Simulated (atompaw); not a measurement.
Before and after: PAW (atompaw) potential for germanium

```json
{
  "Element": "germanium (Ge)",
  "Generator": "atompaw 4.2.0.5",
  "Type": "PAW",
  "Functional": "PBEsol",
  "Relativity": "scalar-relativistic",
  "Frozen core": "[Ne] 3s2",
  "Valence charge": "20",
  "Reference configuration": "3p6 3d10 4s2 4p1.5 (charge +0.5)",
  "Partial waves": "4s (bound): rc 1.35 bohr; 4s channel at -0.45 Ry: rc 1.35 bohr; 3p (bound): rc 1.15 bohr; 4p (bound): rc 1.35 bohr; 3d (bound): rc 1.35 bohr; 3d channel at -1.65 Ry: rc 1.35 bohr",
  "Local potential": "vpsmatchnc scheme with l = 3 at 0.5 Ry, radius 1.25 bohr",
  "Core correction": "smooth core density matched at 0.90 bohr",
  "Augmentation charge": "sinc compensation charge, radius 1.05 bohr; PAW radius 1.35 bohr; waves and projectors: custom polynom vanderbiltortho"
}
```

All-electron outer shells of the reference configuration (PBEsol, scalar-relativistic, ld1.x):

```tsv
shell	level (eV)	outermost node (bohr)	outermost maximum (bohr)
3s	-172.36	0.26	0.54
3p	-119.67	0.23	0.54
3d	-33.55	–	0.50
4s	-15.62	0.77	1.73
4p	-7.39	0.82	2.14
```

Change: local potential bessel scheme, radius 1.25 bohr.

Cutoffs: the cutoffs (Ry, on a coarse ladder) from which the occupation-weighted sum of valence levels, in a spherical-Bessel basis at the reference potential, stays within 10 and 1 mRy of its value at 400 Ry; they do not see the model core or the augmentation charge, which bear on the density cutoff.

What does the change do?

The potential gets neither clearly harder nor softer (100 Ry and 160 Ry → 100 Ry and 160 Ry); both files keep a bound ghost (s); the range in which the p phases agree widens (upper end 2.6 → at the end of the scan).

| quantity | base | changed |
| --- | --- | --- |
| cutoff, loose | 100 Ry | 100 Ry |
| cutoff, tight | 160 Ry | 160 Ry |
| bound ghosts | s | s |
| s: phases at 1.36 bohr within 0.05 rad from the reference energy up to (Ry; the scan ends near 5) | to the end of the scan | to the end of the scan |
| p: phases at 1.36 bohr within 0.05 rad from the reference energy up to (Ry; the scan ends near 5) | 2.6 | to the end of the scan |
| d: phases at 1.36 bohr within 0.05 rad from the reference energy up to (Ry; the scan ends near 5) | to the end of the scan | 4.4 |
| lowest overlap eigenvalue by channel | s 0.57, p 0.70, d 0.94 | s 0.62, p 0.74, d 0.96 |

 A true bound ghost makes a file unfit for plane-wave use even where its test errors are small: the radial tests pick states by their node count and pass the ghost by. The cutoffs see the waves, projectors and local potential, not the compensation charge or the core.
